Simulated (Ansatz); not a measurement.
`OC([SiH3])[TeH]` + `CCCO` → `CCCO[SiH3]` + `OC[TeH]`  (ligand exchange at the Si–C bond)

Isolated molecules relaxed with PBE0-D4/def2-TZVP in Ansatz; ΔE leaves out vibrations. CBS: MP2 limit from def2 TZ/QZ plus the TZ coupled-cluster correction, frozen cores. Functionals use def2-TZVPP. Elements past krypton have def2 core potentials. For Te outer-core shells are correlated without core-valence functions, which leaves a few kJ/mol of doubt a bond. Each species was taken in one conformer, which may not be the lowest.

| level | ΔE (kcal/mol) |
| --- | --- |
| r2SCAN | -23.9 |
| HF/def2-TZVPP | -29.7 |

(1) What does CCSD(T)/CBS give? (Best estimate.)

Largest T1 diagnostic among the species: 0.012.

## Answers

(1) Ansatz gave: -23.2 kcal/mol. The listed levels differ from it by -0.7, -6.5 kcal/mol.

In def2-TZVPP, CCSD(T) changes the Hartree–Fock value by +5.9 kcal/mol (the triples alone add +0.9 kcal/mol) and MP2 by +5.8 kcal/mol. From PBE to PBE0 (25 % exact exchange), in def2-TZVPP and without D4, ΔE moves by −1.1 kcal/mol. The D4 term adds +1.2 kcal/mol with B3LYP and +0.6 kcal/mol with PBE0; it sums over pairs of atoms, weighted by their polarisabilities, and B3LYP, whose exchange is more repulsive, gets the larger term.

B3LYP here is the variant with VWN-RPA as its local correlation; programs differ in this.
